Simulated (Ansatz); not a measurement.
CH$_{3}$F$_{2}$In (`[CH3][In]([F])[F]`), relaxed with RKS PBE0-D4/def2-TZVP in Ansatz from a GFN2-xTB geometry. The force threshold is 0.005 eV/Å; the program also tests the step.

Charge 0, multiplicity 1. In takes the def2 core potential.

Start:

```xyz
7

C     1.061   -0.142    0.401
In   -0.999    0.129   -0.384
F    -1.486    0.348   -2.282
F    -2.618    0.196    0.739
H     0.952   -0.412    1.443
H     1.519   -0.926   -0.190
H     1.570    0.806    0.272
```

Task: How much energy does the relaxation release, and in how many steps? (Best estimate.)

Result: Ansatz gave: 0.09 eV, in 5 steps.

Task: Which bonds change most? (Best estimate.)

Result: Computed: C1–In2 from 2.221 to 2.117 Å; In2–F3 from 1.972 to 1.943 Å; In2–F4 from 1.972 to 1.943 Å; C1–H7 from 1.083 to 1.089 Å.

Task: Give the relaxed structure. (Estimate.)

Result: Computed: 
```xyz
7

C     1.009   -0.136    0.383
In   -0.956    0.125   -0.359
F    -1.479    0.342   -2.218
F    -2.592    0.197    0.686
H     0.961   -0.411    1.435
H     1.503   -0.917   -0.193
H     1.554    0.800    0.265
```
